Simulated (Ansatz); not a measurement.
C3H7BN2, SMILES NB1NCC1=C.

The structure is a stationary point at PBE-D3(BJ)/def2-SVP. The structure was generated by enumeration, and PubChem lists no compound with its InChIKey, so it may never have been made. Other conformers were not sampled.

Two levels are set side by side: PBE/def2-SVPD (Ansatz, a first-principles code) and ωB97X-V/def2-SVPD (Ansatz). Energy differences of separate SCF runs at the same geometry; the states with an electron removed or added have multiplicity 2 and 2. Differences are taken from unrounded values.

```csv
quantity,ωB97X-V
vertical ionisation energy (eV),8.84
vertical singlet–triplet gap (eV),4.06
```

What does PBE give, and how far is it from ωB97X-V? (Estimate from the structure and the level; the computed values follow.)


```csv
quantity,PBE,PBE minus ωB97X-V
vertical ionisation energy (eV),8.33,-0.52
vertical singlet–triplet gap (eV),3.97,-0.09
```
